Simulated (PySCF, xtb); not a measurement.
C2H4BFO2. Atoms are numbered in the order given.

```xyz
10

F     -1.6289     1.1342    -0.7698
B     -0.6272     0.4166    -0.3002
C     -0.5988    -1.0840     0.1864
O      0.6835    -1.1357     0.8010
C      1.4685    -0.1192     0.2679
O      0.6189     0.9222    -0.1782
H     -0.6849    -1.8066    -0.6517
H     -1.3675    -1.3530     0.9269
H      2.1463     0.2621     1.0476
H      2.0645    -0.4669    -0.6011
```
Charge 0, spin multiplicity 1.

Geometry: PBE0-D3(BJ)/def2-SVP. The structure was generated by enumeration, and PubChem lists no compound with its InChIKey, so it may never have been made. One conformer was computed; it need not be the lowest.

Level of theory: IEF-PCM-B3LYP/def2-SVP (PySCF).

The values are the electrostatic part of the solvation free energy, E(continuum) − E(gas) at the gas-phase geometry, in a cavity of scaled van der Waals radii (PySCF's table); cavitation and dispersion terms are not included. In vacuum the orbital gap is 7.92 eV. The dipole moment in vacuum is 1.02 D.

| solvent | ε | ΔG(elec) (kcal/mol) | dipole (D) | gap (eV) |
|---|---|---|---|---|
| water | 78.36 | -3.9 | 1.25 | 7.90 |
| acetone | 20.49 | -3.6 | 1.24 | 7.90 |
| diethylether | 4.24 | -2.6 | 1.18 | 7.90 |

For comparison, GFN2-xTB/ALPB(water) (xtb, at the GFN2-xTB geometry, all terms of that model) gives -1.5 kcal/mol.
